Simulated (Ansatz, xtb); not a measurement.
A geometry optimisation of C2O2Se with r2SCAN-D4/def2-SVP

The starting geometry of this gas-phase singlet was built from a drawn formula by distance geometry and a force field; its bonds are those of `O=C1[C]O[Se]1`.

```xyz
5

C     0.0685   -1.0828   -0.9613
C     0.6989   -0.2816   -2.0946
O    -0.9729   -1.6738   -0.8160
O     1.9205    0.0897   -1.5882
Se    1.7197   -0.8066    0.0146
```

**Question.** Where would you expect an optimisation with r2SCAN-D4/def2-SVP to take it?

**Answer.** A bond breaks, leaving `O=C1[Se]C1=O`. Distances that change by over a tenth: C2–O4 (1.37 → 1.19 Å), C2–Se5 (2.40 → 1.98 Å). Contacts that open: O4–Se5 (1.85 → 3.01 Å).

The energy falls by 3.67 eV over 23 steps:

| step | E − E(last) (eV) |
| --- | --- |
| 1 | 3.671 |
| 3 | 3.020 |
| 6 | 1.984 |
| 8 | 0.990 |
| 11 | 0.333 |
| 13 | 0.277 |
| 16 | 0.183 |
| 18 | 0.071 |
| 21 | 0.000 |
| 23 | 0.000 |

Final geometry (Å):

```yaml
atoms:
  - { symbol: C, position_ang: [0.0846, -1.1194, -0.9088] }
  - { symbol: C, position_ang: [1.1441, -0.3447, -1.4853] }
  - { symbol: O, position_ang: [-1.0041, -1.5883, -0.9855] }
  - { symbol: O, position_ang: [1.5735, 0.2964, -2.3884] }
  - { symbol: Se, position_ang: [1.6367, -0.9992, 0.3226] }
```

From the same start GFN2-xTB reaches the same bonding as this run.

No frequencies were run, so the end isn't proven a minimum. Run with Ansatz 0.2.0, 2.6 min on 1 thread of AMD EPYC (Zen 3) (shared host).
